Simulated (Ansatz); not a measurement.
# Two structures, one formula

The two ends of one reaction step of Si2PH9O, singlet (PBE0-D4/def2-TZVP).

A:

Si1  (-1.017, 1.222, -0.119)
H2  (2.419, 0.977, 0.415)
O3  (-0.692, 0.006, 0.922)
Si4  (0.013, -1.437, 1.222)
H5  (-2.445, 1.597, 0.039)
H6  (-0.160, 2.389, 0.218)
H7  (2.655, 0.487, -0.096)
P8  (-0.681, 0.737, -2.287)
H9  (1.077, -1.262, 2.241)
H10  (-1.015, -2.378, 1.735)
H11  (0.610, -1.992, -0.022)
H12  (-1.362, -0.508, -2.209)
H13  (0.597, 0.162, -2.060)
(Å)

B:

Si1  (-0.355, -0.081, 0.089)
H2  (0.538, -0.882, -0.788)
O3  (-0.638, -0.918, 1.473)
Si4  (0.020, -1.623, 2.788)
H5  (-1.667, 0.141, -0.562)
H6  (0.291, 1.212, 0.427)
H7  (1.495, 2.013, -3.154)
P8  (0.183, 1.633, -2.772)
H9  (0.756, -0.619, 3.603)
H10  (-1.072, -2.211, 3.603)
H11  (0.966, -2.697, 2.384)
H12  (-0.370, 2.912, -3.038)
H13  (-0.146, 1.118, -4.052)
(Å)

Ansatz 0.2.0; basis: def2-TZVPP; cores frozen in the correlated methods. B3LYP uses VWN-RPA correlation.

(1) Which structure is lower at CCSD(T), and by how much? (To be estimated.)

(2) Do the other methods give the same order? (A judgement: the text doesn't fix the answer.)

T1 diagnostic: at most 0.013.

Results:

(1) The calculation gives: B, by 0.059 eV (electronic energy, against the other). By their contacts, A is a complex of Si₂PH₇O ([SiH3][O][SiH2][PH2]) + H₂ and B is a complex of Si₂H₆O ([SiH3][O][SiH3]) + PH₃.

(2) Computed: Not all: PBE-D4, BLYP-D4, r2SCAN-D4, B97M-V, PBE0-D4, r2SCAN0-D4 give the other order.

| method | E(B) − E(A) (eV) |
| --- | --- |
| SPW92 | -0.007 |
| PBE-D4 | 0.077 |
| BLYP-D4 | 0.014 |
| r2SCAN-D4 | 0.049 |
| B97M-V | 0.012 |
| PBE0-D4 | 0.030 |
| B3LYP-D4 | -0.027 |
| r2SCAN0-D4 | 0.009 |
| BHLYP-D4 | -0.090 |
| CAM-B3LYP-D4 | -0.088 |
| wB97X-V | -0.041 |
| wB97M-V | -0.049 |
| B2PLYP | -0.083 |
| PBE-QIDH | -0.030 |
| RPA on PBE | -0.097 |
| HF | -0.261 |
| MP2 | -0.009 |
| CCSD | -0.106 |
| CCSD(T) | -0.059 |

Labels in which every atom is bracketed show which atoms are joined, not bond orders.

For scale, one of the runs: CCSD(T)/def2-TZVPP, 283 basis functions, launched by `ansatz run in.yaml --threads 8 --pin off --events-out ev --progress --plain --max-ram 19148MiB`. Time: 86 s of wall clock on 8 CPU threads of an Arm Neoverse V2; the host was shared. Peak host memory: 7.6 GiB.
